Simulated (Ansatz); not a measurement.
`CO[SiH](C)F` → CH₄ + `CO[Si]F` at 400 K and 1 bar (silylene formation by 1,1-elimination).

Computed with Ansatz on PBE0-D4/def2-TZVP structures; ΔE is electronic, products minus reactants. CCSD(T)/CBS adds triple-zeta CCSD(T) − MP2 to the extrapolated MP2 energy (def2 sets, frozen cores). This one scheme is used for every species. One conformer a species, not always the lowest.

| species | CCSD(T)/CBS energy (Eh) | H − E (kJ/mol) | S (J/(mol·K)) |
| --- | --- | --- | --- |
| `CO[SiH](C)F` | -544.48370 | 274.3 | 392.7 |
| CH₄ | -40.46206 | 131.3 | 197.2 |
| `CO[Si]F` | -503.96814 | 142.4 | 330.7 |

H − E and S are ideal-gas, rigid-rotor, harmonic terms from PBE0-D4/def2-TZVP, for one conformer and one mirror image of each species. 1 Eh = 2625.50 kJ/mol, R = 8.31446 J/(mol·K).

By hand: ΔE, ΔH, ΔS and ΔG.

ΔE = (-40.46206) + (-503.96814) − (-544.48370) = 0.05350 Eh = 140.5 kJ/mol. Δ(H − E) = 131.3 + 142.4 − 274.3 = -0.6, so ΔH = 139.9 kJ/mol. ΔS = 197.2 + 330.7 − 392.7 = 135.2 J/(mol·K). ΔG = 139.9 − 400 × (135.2)/1000 = 85.8 kJ/mol.

By hand: the equilibrium constant, and the temperature at which ΔG would vanish if ΔH and ΔS stayed fixed.

log₁₀ K = −ΔG/(RT ln 10) = -11.2. ΔG = 0 at ΔH/ΔS = 1035 K.

The number of gas molecules changes by +1, which sets the sign of ΔS. A doubt of 5 kJ/mol in ΔE shifts log₁₀ K by 0.7 here. Other conformers and mirror images would add mixing entropy, several J/(mol·K) or more a flexible species. These are equilibria of isolated gas molecules and say nothing of rates. Largest T1 diagnostic: 0.014 (customary marks: 0.02 for closed shells, 0.045 for open ones).
